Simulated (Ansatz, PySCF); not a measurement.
Spin states of HIrO (SMILES [OH][Ir]), each relaxed with B3LYP-D3(BJ)/def2-TZVP.
State 1 (charge 0, multiplicity 3):
```xyz
3

Ir    -0.9390    -0.6483    -0.8156
O      0.4618    -0.1337     0.3128
H      0.4439     0.8294     0.4325
```
State 2 (charge 0, multiplicity 5):
```xyz
3

Ir    -1.00538    -0.77212    -0.88282
O      0.38073    -0.03976     0.26465
H      0.59139     0.85925     0.54794
```

Singlets are restricted, other states unrestricted; no spin–orbit coupling, no relativity up to Kr; see below for the cores. The largest T1 diagnostic is 0.063.

Codes used: Ansatz (Gaussian orbitals); PySCF for the dispersion terms. Values without a source in brackets are computed. In def2 rows elements past Kr take small-core potentials, without spin–orbit coupling.

Task: One of these levels gives 81.8 kJ/mol for the energy of the multiplicity-5 state less that of the multiplicity-3 state. Which?
A) PBE0/def2-TZVPP
B) PBE-D3(BJ)/def2-TZVPP
C) BHLYP-D4/def2-TZVPP
D) SVWN5/def2-TZVPP

Result: A, PBE0/def2-TZVPP. The others give 109.8 (SVWN5/def2-TZVPP), 95.6 (PBE-D3(BJ)/def2-TZVPP), 71.9 (BHLYP-D4/def2-TZVPP)

Ansatz is an electronic-structure program.
